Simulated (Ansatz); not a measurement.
A nudged elastic band was laid between two geometries of Cl2GeH2 (5 atoms, charge 0, multiplicity 1).

Computed with RKS PBE-D4/def2-SVP (Ansatz).

| Quantity | Value |
| --- | --- |
| movable images | 9 |
| climbing image | yes |
| spring | 5.0 eV/Å² |
| optimiser | quadratic models (default) |
| start path | through a guess of the saddle point |
| force threshold | 0.03 eV/Å |
| iteration limit | 60 |
| end points | relaxed |

Initial state:

```xyz
5
Properties=species:S:1:pos:R:3
Ge 0.318 0.018 0.074
Cl 0.675 -0.033 2.213
H 1.684 -0.044 -0.643
H -0.547 1.259 -0.238
Cl -0.815 -1.747 -0.475
```

Final state:

```xyz
5
Properties=species:S:1:pos:R:3
Ge -0.227 0.342 -0.872
Cl 1.444 0.184 1.408
H 2.419 -0.441 0.813
H -1.199 1.058 0.211
Cl -1.121 -1.690 -0.630
```

(1) Which bonds break or form, and what moves?

(2) Give the energies along the band, and the barrier.

(3) What is the geometry of the highest image?

(4) What are the harmonic wavenumbers there?

Results:

(1) Bonds broken: Ge1–Cl2, Ge1–H3. Bonds formed: Cl2–H3. Cl2GeH2 becomes ClGeH + ClH.

(2) It converged. The highest image is number 4 of 0 to 10, 1.92 eV above the first end and 0.41 eV above the last; the last end lies 1.51 eV above the first. A vibrational analysis at the climbing image gives one clearly imaginary mode, 765i cm⁻¹: a first-order saddle point. The orbitals stay closed-shell, which can raise the energy where a bond breaks towards radicals; this wasn't checked here.

| image | path coordinate (Å) | energy (eV) | Ge1–Cl2 (Å) | Ge1–H3 (Å) | Cl2–H3 (Å) |
| --- | --- | --- | --- | --- | --- |
| 0 | 0.00 | 0.00 | 2.17 | 1.54 | 3.03 |
| 1 | 0.34 | 0.16 | 2.18 | 1.53 | 2.71 |
| 2 | 0.68 | 0.72 | 2.24 | 1.52 | 2.35 |
| 3 | 1.02 | 1.55 | 2.38 | 1.55 | 2.00 |
| 4 | 1.37 | 1.92 | 2.56 | 1.66 | 1.67 |
| 5 | 1.65 | 1.77 | 2.72 | 1.88 | 1.43 |
| 6 | 1.93 | 1.65 | 2.90 | 2.21 | 1.33 |
| 7 | 2.21 | 1.60 | 2.92 | 2.54 | 1.31 |
| 8 | 2.50 | 1.55 | 2.88 | 2.85 | 1.30 |
| 9 | 2.78 | 1.52 | 2.84 | 3.14 | 1.30 |
| 10 | 3.06 | 1.51 | 2.83 | 3.23 | 1.30 |

(3) 
```xyz
5
Properties=species:S:1:pos:R:3:forces:R:3
Ge 0.236 0.036 -0.461 0.01 0.00 0.00
Cl 1.195 0.019 1.914 0.00 0.00 0.00
H 1.700 -0.065 0.320 0.00 0.00 0.00
H -0.791 1.206 -0.254 0.00 0.00 0.00
Cl -1.024 -1.742 -0.589 0.00 0.00 0.00
```

(4) 765i, 96, 289, 410, 540, 544, 725, 1576, 1990 cm⁻¹.

Run time: 4.7 min on 1 thread of Arm Neoverse N1, on a shared host, peak memory 0.15 GiB.
